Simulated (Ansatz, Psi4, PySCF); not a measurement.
H₅O₄Si, charge +1, singlet, at a GFN2-xTB geometry. Base run: CCSD(T)/STO-3G (PySCF).

The PySCF input:
```python
from pyscf import gto, scf, cc

mol = gto.Mole()
mol.atom = '''
    O     0.42300775   -0.34215206    1.57256308
    Si    0.20866731   -0.06562924    0.02728980
    O     0.05846469   -1.24648912   -1.02696932
    O     0.88574575    1.28293584   -0.46060890
    O    -1.56857171    0.38716528   -0.10415051
    H     0.19299341   -1.12049991    2.07780759
    H     0.74771201   -1.73532224   -1.47075513
    H     1.58940578    1.76807453   -0.03392037
    H    -1.81823817    1.30180993    0.09082315
    H    -2.02238704    0.05306761   -0.89268722
'''
mol.basis = 'sto-3g'
mol.charge = 1
mol.verbose = 4
mol.build()

mf = scf.RHF(mol)
mf.kernel()

mycc = cc.CCSD(mf)
mycc.kernel()
et = mycc.ccsd_t()
print('E(CCSD(T)) = %.10f' % (mycc.e_tot + et))
```

The same geometry, method and basis name were run in Ansatz (a quantum-chemistry and plane-wave program) and Psi4 and PySCF, at each program's defaults and at the settings that a row names. The base is PySCF at its defaults. Differences at the defaults can come from grids, fitting, cores and function types together.

```json
[
 {"code and settings": "PySCF, defaults (exact integrals, spherical functions, all electrons correlated)", "ΔE vs base (µEh)": "0.0", "basis functions": "34", "E (Eh)": "-584.00895", "SCF cycles": "9"},
 {"code and settings": "Psi4, defaults (exact integrals, spherical functions, all electrons correlated)", "ΔE vs base (µEh)": "0.0", "basis functions": "34", "E (Eh)": "-584.00895", "SCF cycles": "11"},
 {"code and settings": "Ansatz, defaults (factorised integrals, spherical functions, frozen core)", "ΔE vs base (µEh)": "3752", "basis functions": "34", "E (Eh)": "-584.00520", "SCF cycles": "-"},
 {"code and settings": "PySCF, frozen core", "ΔE vs base (µEh)": "3737", "basis functions": "34", "E (Eh)": "-584.00521", "SCF cycles": "9"},
 {"code and settings": "Psi4, exact integrals, spherical functions, frozen core", "ΔE vs base (µEh)": "3737", "basis functions": "34", "E (Eh)": "-584.00521", "SCF cycles": "11"},
 {"code and settings": "Ansatz, high accuracy, frozen core", "ΔE vs base (µEh)": "3737", "basis functions": "34", "E (Eh)": "-584.00521", "SCF cycles": "-"}
]
```
